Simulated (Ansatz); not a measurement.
CrS2O2H2⁺, that is CrS2(OH)2 with one electron fewer. Charge 1, multiplicity 2. Geometry PBE-D4/def2-SVP, that of the neutral singlet.

```xyz
7

Cr    0.312   -0.108    0.028
S     0.885   -2.012   -0.203
S     1.889    1.049    0.452
O    -0.854   -0.056    1.326
H    -0.897    0.827    1.751
O    -0.414    0.496   -1.440
H    -0.922   -0.195   -1.914
```

At r2SCAN-D4/def2-TZVP, PBE0-D4/def2-TZVP the charge 1 doublet is spin-contaminated (final ⟨S²⟩ up to 1.27, 0.75 for a pure state).

Estimate the α-spin orbital energies around the gap (eV) in Ansatz with PBE-D4/def2-TZVP, r2SCAN-D4/def2-TZVP, PBE0-D4/def2-TZVP.


```json
{"orbital": "HOMO−5", "PBE-D4/def2-TZVP": "-14.51", "r2SCAN-D4/def2-TZVP": "-14.92", "PBE0-D4/def2-TZVP": "-16.02"}
{"orbital": "HOMO−4", "PBE-D4/def2-TZVP": "-14.04", "r2SCAN-D4/def2-TZVP": "-14.46", "PBE0-D4/def2-TZVP": "-15.62"}
{"orbital": "HOMO−3", "PBE-D4/def2-TZVP": "-13.97", "r2SCAN-D4/def2-TZVP": "-14.36", "PBE0-D4/def2-TZVP": "-15.56"}
{"orbital": "HOMO−2", "PBE-D4/def2-TZVP": "-13.26", "r2SCAN-D4/def2-TZVP": "-13.63", "PBE0-D4/def2-TZVP": "-14.74"}
{"orbital": "HOMO−1", "PBE-D4/def2-TZVP": "-13.09", "r2SCAN-D4/def2-TZVP": "-13.61", "PBE0-D4/def2-TZVP": "-14.72"}
{"orbital": "HOMO", "PBE-D4/def2-TZVP": "-12.83", "r2SCAN-D4/def2-TZVP": "-13.22", "PBE0-D4/def2-TZVP": "-14.34"}
{"orbital": "LUMO", "PBE-D4/def2-TZVP": "-10.56", "r2SCAN-D4/def2-TZVP": "-10.45", "PBE0-D4/def2-TZVP": "-9.04"}
{"orbital": "LUMO+1", "PBE-D4/def2-TZVP": "-10.39", "r2SCAN-D4/def2-TZVP": "-10.28", "PBE0-D4/def2-TZVP": "-8.98"}
{"orbital": "LUMO+2", "PBE-D4/def2-TZVP": "-9.41", "r2SCAN-D4/def2-TZVP": "-9.41", "PBE0-D4/def2-TZVP": "-8.45"}
{"orbital": "LUMO+3", "PBE-D4/def2-TZVP": "-9.11", "r2SCAN-D4/def2-TZVP": "-9.07", "PBE0-D4/def2-TZVP": "-7.94"}
{"orbital": "LUMO+4", "PBE-D4/def2-TZVP": "-9.01", "r2SCAN-D4/def2-TZVP": "-8.93", "PBE0-D4/def2-TZVP": "-7.78"}
{"orbital": "LUMO+5", "PBE-D4/def2-TZVP": "-5.19", "r2SCAN-D4/def2-TZVP": "-4.48", "PBE0-D4/def2-TZVP": "-4.37"}
{"orbital": "β HOMO", "PBE-D4/def2-TZVP": "-12.65", "r2SCAN-D4/def2-TZVP": "-12.87", "PBE0-D4/def2-TZVP": "-13.56"}
{"orbital": "β LUMO", "PBE-D4/def2-TZVP": "-11.97", "r2SCAN-D4/def2-TZVP": "-11.79", "PBE0-D4/def2-TZVP": "-11.00"}
```
